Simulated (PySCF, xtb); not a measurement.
Cl5OSi2, SMILES Cl[Si](O[Si](Cl)(Cl)Cl)Cl (connectivity only; charge and spin as stated), charge +1, multiplicity 1.

Geometry optimised at ωB97X-D3(BJ)/def2-SVP. The spin state was assumed, not searched. The isomer is the one that the SMILES or the coordinates give; other isomers of the formula were not compared. The values are those of a single conformer.

Calculation: IEF-PCM-M06-2X/def2-SVP run with PySCF.

The values are the electrostatic part of the solvation free energy, E(continuum) − E(gas) at the gas-phase geometry, in a cavity of scaled van der Waals radii (PySCF's table); cavitation and dispersion terms are not included. In vacuum the orbital gap is 7.90 eV.

Computed values in water (ε = 78.36), 2-propanol (ε = 19.26), 1-octanol (ε = 9.86):
```tsv
solvent	ε	ΔG(elec) (kcal/mol)	gap (eV)
water	78.36	-51.6	8.94
2-propanol	19.26	-49.4	8.88
1-octanol	9.86	-46.6	8.81
```

For comparison, GFN2-xTB/ALPB(water) (xtb, at the GFN2-xTB geometry, all terms of that model) gives -43.4 kcal/mol.
